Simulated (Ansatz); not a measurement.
A trace of molecular dynamics of a periodic cell of 29 atoms, H18CO10 (packed as 8 H2O + 1 HCOOH, density as packed 1.16 g/cm³ with natural masses).

Theory: DFT PBE, scalar-relativistic, plane waves, PAW (Ansatz). Settings: cutoff 420 eV, k mesh 1x1x1, fermi-dirac smearing 0.02 eV, no spin polarisation.

| Quantity | Value |
| --- | --- |
| ensemble | NVE (velocity Verlet) |
| starting velocities drawn for | 350 K |
| seed | 726 |

| time (fs) | T (K) | potential energy less start (eV) | conserved less start (meV/atom) |
| --- | --- | --- | --- |
| 0.0 | 350 | 0.000 | 0.00 |
| 8.0 | 325 | 0.091 | 0.06 |
| 16.0 | 318 | 0.118 | 0.04 |
| 24.0 | 229 | 0.443 | 0.13 |
| 32.0 | 318 | 0.119 | 0.03 |
| 40.0 | 351 | -0.003 | -0.05 |
| 48.0 | 289 | 0.223 | 0.08 |
| 56.0 | 336 | 0.055 | 0.10 |
| 64.0 | 342 | 0.028 | -0.01 |
| 72.0 | 354 | -0.015 | 0.03 |
| 80.0 | 355 | -0.016 | 0.05 |
| 88.0 | 303 | 0.172 | 0.08 |
| 96.0 | 302 | 0.173 | 0.03 |
| 104.0 | 293 | 0.208 | 0.05 |
| 112.0 | 323 | 0.101 | 0.13 |
| 120.0 | 382 | -0.117 | 0.00 |
| 128.0 | 361 | -0.040 | 0.02 |
| 136.0 | 303 | 0.175 | 0.11 |
| 144.0 | 326 | 0.088 | 0.01 |
| 152.0 | 343 | 0.028 | 0.05 |
| 160.0 | 398 | -0.173 | 0.02 |
| 168.0 | 388 | -0.137 | 0.07 |
| 176.0 | 380 | -0.105 | 0.09 |
| 184.0 | 429 | -0.284 | 0.04 |
| 192.0 | 406 | -0.204 | 0.00 |
| 200.0 | 407 | -0.202 | 0.09 |

Task: Is this trajectory sound?

Result: The conserved energy stayed within 0.17 meV per atom of its start (net change 0.087 meV per atom), so the integration is sound. A run of 0.2 ps of so small a system gives no equilibrium averages. Limits of this set-up: coarse k mesh. The time step was 0.5 fs.

Run time: 8.6 min on 1 thread of Arm Neoverse V1 (shared host), peak memory 0.43 GiB.
